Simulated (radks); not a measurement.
Values are calculated unless marked as measured or tabulated.
Spherical quantum dot in the effective-mass picture: electrons in a parabolic well V = omega^2 r^2 / 2 with omega = 2.19, with a point charge +1 (a donor) at the centre, all in effective atomic units (hartree* = m*/eps^2 hartree, bohr* = eps/m* bohr), one dielectric constant everywhere. Level of theory: non-relativistic Kohn-Sham, LDA (Slater exchange, Perdew-Wang correlation), spin-polarised, spherical densities (a radial shooting solver with Libxc functionals). Levels are named by radial order and angular momentum (1s, 1p, 1d, 2s, ...), and open shells are averaged over m. Results are scaled to m* = 0.056 and eps = 10.6, for which hartree* = 13.56 meV and bohr* = 10.02 nm.

N = 19, configuration 1s2 1p6 1d(up 5, down 4) 2s2. This is the lowest configuration that the search found. Occupied and some empty levels:

level,occupation,eigenvalue (meV),<r> (nm)
1s up,1,213.68,9.006
1s down,1,213.90,8.981
1p up,3,234.51,12.58
1p down,3,234.84,12.58
2s up,1,251.89,12.87
2s down,1,252.12,12.89
1d up,5,254.06,14.73
1d down,4,254.40,14.73
1f up,0,274.63,16.38
1f down,0,274.95,16.39
2p up,0,277.52,14.73
2p down,0,277.74,14.74
1g up,0,296.31,17.79
1g down,0,296.61,17.80

Energy (meV): total 3031.67, kinetic 586.91, external 971.17, Hartree 1651.6, exchange-correlation -178.00.
